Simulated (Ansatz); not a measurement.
Program: Ansatz 0.2.0.

A structure relaxed at PBE0-D4/def2-TZVP, charge 0, multiplicity 1:

```tsv
atom	x (Å)	y (Å)	z (Å)
Si1	0.184	1.577	0.081
C2	0.696	-0.204	-0.064
N3	0.050	-1.090	-1.104
Si4	-0.449	-1.525	0.491
H5	0.744	2.181	1.318
H6	0.647	2.376	-1.089
H7	-1.304	1.649	0.115
H8	1.768	-0.386	0.016
H9	-0.566	-0.609	-1.746
H10	0.011	-2.839	0.983
H11	-1.781	-1.130	0.999
```

**Question.** Give its formula and SMILES.

**Answer.** CH7NSi2, `[SiH3]C1N[SiH2]1`.

**Question.** Summarise the bond lengths by kind.

**Answer.** 2 × C–Si 1.833 to 1.859 Å; 5 × H–Si 1.477 to 1.490 Å; 1 × C–N 1.511 Å; 1 × C–H 1.090 Å; 1 × N–Si 1.727 Å; 1 × H–N 1.011 Å.
